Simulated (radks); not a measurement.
Fractional charge and spin in the 5s shell of lanthanum: the spin-up occupation runs from 0 to 1 and the spin-down occupation from 0 to 1; the fullest corner is La3+, [Kr] 4d10 5p6 5s(up 1, down 1). All-electron calculation, scalar-relativistic Kohn-Sham, PBEsol, spin-polarised, spherical densities, point nucleus. Program: a radial shooting solver on a logarithmic mesh with Libxc functionals. Energy (eV) minus the two flat planes that join the four corners (they meet along the diagonal where the two added fractions sum to one electron); zero is where a piecewise linear energy would lie.

| down \ up | 0 | 0.5 | 1 |
|---|---|---|---|
| 0 | 0.000 | -1.705 | 0.000 |
| 0.5 | -1.705 | 0.243 | -1.636 |
| 1 | 0.000 | -1.636 | 0.000 |

Corners above the fullest one (they belong to La4+ and the next ion): (up 1, down 0) 68.208 eV, (up 0, down 1) 68.208 eV, (up 0, down 0) 150.76 eV. With half an added electron in each spin the energy lies 0.243 eV from the planes, and with half an added electron in spin up alone -1.705 eV. The planes are only a guide here: the flat-plane condition holds for ground states with one frontier orbital, while this shell lies below other occupied shells, so the corners above the fullest one are inner-hole states and not the ground states of those ions.
